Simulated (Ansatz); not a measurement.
Basis-set extrapolation for C6H11AlO3 (`CC1=CC(C)=[O+][Al-]([CH3])([OH])[O]1`) (PBE0-D4/def2-TZVP geometry, frozen core, Ansatz 0.2.0). Multiplicity 1, RHF reference.

```json
{"": "HF", "def2-TZVPP": "-700.502864", "def2-QZVPP": "-700.531655"}
{"": "MP2 correlation", "def2-TZVPP": "-1.766960", "def2-QZVPP": "-1.893380"}
{"": "CCSD(T) correlation", "def2-TZVPP": "-1.897563", "def2-QZVPP": "not run"}
```

Energies in hartree. Use E(X) = E(∞) + A·exp(−7.88·√X) for Hartree–Fock and E(X) = E(∞) + B·X^(−2.97) for correlation, with X = 3 and 4, and add CCSD(T) minus MP2 of the smaller set to the MP2 limit.

Q: What is the CCSD(T) energy at the basis-set limit?

A: HF limit: -700.531655 + (-0.028791) × 0.13774 = -700.53562. MP2 limit: -1.893380 + (-0.126420) × 0.74074 = -1.98702. Higher-order term: -1.897563 − (-1.766960) = -0.13060. Total: -702.65324 hartree, 663.8 kJ/mol below CCSD(T)/def2-TZVPP.
